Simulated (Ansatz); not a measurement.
A structure relaxed at B3LYP-D4/def2-TZVPD in Ansatz, charge -1, doublet:

```csv
atom,x (Å),y (Å),z (Å)
Al1,-1.040,0.642,-0.628
Al2,1.040,-0.642,0.628
P3,0.782,-0.345,-1.648
P4,-0.782,0.345,1.648
```

(1) Give its formula and point group.

(2) Summarise the bond lengths by kind (pairs closer than 1.2 times the sum of covalent radii, bridged metal pairs left out).

Results:

(1) Al₂P₂⁻. Point group D2h (tolerance 0.1 Å).

(2) 4 × Al–P 2.31 Å.

Another isomer (doublet) lies 0.24 eV lower at PBE0-D4/def2-TZVPD; other spin states weren't run for this one.
